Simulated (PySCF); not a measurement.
```xyz
10

B      1.8368    -0.2099    -0.1221
Si     0.0244     0.6556    -0.1665
C     -1.4241    -0.4730     0.2177
H      2.0298    -1.2950     0.3451
H      2.7929     0.3786    -0.5374
H      0.0942     1.7498     0.8546
H     -0.1877     1.3243    -1.4848
H     -1.2976    -0.9401     1.1972
H     -2.3661     0.0793     0.2219
H     -1.5026    -1.2696    -0.5259
```

Charge 0, multiplicity 1.

Problem. Give the Mulliken and meta-Löwdin atomic charges from PBE0-D3(BJ)/def2-TZVP in PySCF 2.14.0.

Solution. 
```csv
atom,Mulliken (e),meta-Löwdin (e)
B1,-0.05,-0.18
Si2,0.11,0.49
C3,-0.50,-0.60
H4,0.03,0.03
H5,0.04,0.03
H6,-0.03,-0.08
H7,-0.03,-0.09
H8,0.14,0.13
H9,0.14,0.13
H10,0.14,0.13
```
